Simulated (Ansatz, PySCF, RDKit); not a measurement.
Noncovalent pair: NH3 (SMILES N) (first 4 atoms) with CH3F (SMILES CF); geometry from B3LYP-D3(BJ)/def2-TZVP.
(charge 0, multiplicity 1):
```xyz
9

N      0.0014    -0.1752     0.2984
H      0.2376    -0.8822    -0.3885
H     -0.1493     0.6928    -0.2028
H      0.8122    -0.0463     0.8950
C      0.1481    -0.5399     3.6373
F      1.3826    -0.1663     3.0945
H     -0.1538     0.2219     4.3566
H     -0.5710    -0.6130     2.8225
H      0.2707    -1.5019     4.1356
```

Monomers are frozen at their geometry in the pair; levels with a basis set take the counterpoise correction.

Cores are frozen in the correlated methods.

Run with Ansatz (a quantum-chemistry and plane-wave program) with Gaussian orbitals; PySCF for the dispersion terms; RDKit for the force fields. Each number belongs to the level named beside it.

Q: One of these levels gives -90.1 meV for the interaction energy. Which?
(A) r2SCAN-D4/def2-TZVPPD
(B) MMFF94
(C) SCS-MP2/aug-cc-pVDZ

A: C, SCS-MP2/aug-cc-pVDZ. The others give -66.2 (MMFF94), -124.2 (r2SCAN-D4/def2-TZVPPD)
